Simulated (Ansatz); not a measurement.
Reaction (formal exchange of groups at a C–N bond): `CN[SiH](O)O` + `[BH2][AlH][CH3]` → `[BH2][Al]([CH3])[CH3]` + `N[SiH](O)O`

Calculated with Ansatz (gas phase, PBE0-D4/def2-TZVP geometries, no zero-point term in ΔE). CCSD(T)/CBS is the MP2 limit (def2-TZVPP, def2-QZVPP) plus CCSD(T) − MP2 in def2-TZVPP, frozen cores. This one scheme is used for every species. Functionals use def2-TZVPP. B3LYP here is the variant with VWN-RPA as its local correlation; programs differ in this. One conformer a species, not always the lowest.

`CN[SiH](O)O`:

Z-matrix (Å, degrees):
```
C
N 1 1.448
H 1 1.094 2 111.4
H 1 1.096 2 112.8 3 122.1
H 1 1.092 2 109.5 3 -118.4
Si 2 1.696 1 125.4 3 140.5
H 2 1.007 1 114.4 3 -58.3
O 6 1.639 2 112.3 1 54.0
O 6 1.648 2 112.8 1 -61.9
H 6 1.483 2 105.3 1 175.8
H 8 0.959 6 116.0 2 -142.9
H 9 0.958 6 116.5 2 -53.5
```

`[BH2][AlH][CH3]`:

```xyz
9

B     1.313    0.097   -1.543
Al   -0.455    0.364   -0.406
C    -0.677   -0.326    1.415
H     2.229    0.875   -1.522
H     1.490   -0.840   -2.273
H    -1.673    1.179   -1.046
H     0.143   -0.963    1.754
H    -0.762    0.509    2.120
H    -1.609   -0.895    1.501
```

`[BH2][Al]([CH3])[CH3]`:

Cartesian coordinates in Å:
```
B -0.175 1.357 1.804
Al -0.007 0.081 0.115
C 1.731 -0.241 -0.742
C -1.592 -0.802 -0.637
H -0.053 0.974 2.937
H -0.401 2.535 1.721
H 2.088 -1.246 -0.484
H 1.645 -0.215 -1.833
H 2.511 0.464 -0.446
H -1.345 -1.771 -1.083
H -2.008 -0.183 -1.441
H -2.393 -0.955 0.090
```

`N[SiH](O)O`:

```xyz
9

N     0.981   -0.507    0.602
Si   -0.183    0.019   -0.541
O    -0.152    1.658   -0.541
O    -1.610   -0.674   -0.131
H     1.031   -1.483    0.849
H     1.899   -0.092    0.607
H     0.010   -0.350   -1.956
H    -0.128    2.094    0.313
H    -1.848   -0.665    0.798
```

| level | ΔE (kJ/mol) | difference from CCSD(T)/CBS |
| --- | --- | --- |
| PBE-D4 | -80.2 | 2.6 |
| r2SCAN-D4 | -84.3 | -1.5 |
| PBE0-D4 | -79.2 | 3.6 |
| ωB97M-V | -81.4 | 1.4 |
| B3LYP | -79.2 | 3.6 |
| HF/def2-TZVPP | -68.3 | 14.5 |
| CCSD/def2-TZVPP | -78.9 | 3.9 |
| CCSD(T)/def2-TZVPP | -80.4 | 2.4 |
| HF/def2-QZVPP | -68.2 | 14.6 |
| HF/CBS(def2) | -68.2 | 14.6 |
| CCSD(T)/CBS | -82.8 | 0 |

Largest T1 diagnostic among the species: 0.011.

In def2-TZVPP, CCSD(T) changes the Hartree–Fock value by −12.1 kJ/mol (the triples alone add −1.5 kJ/mol) and MP2 by −16.9 kJ/mol.
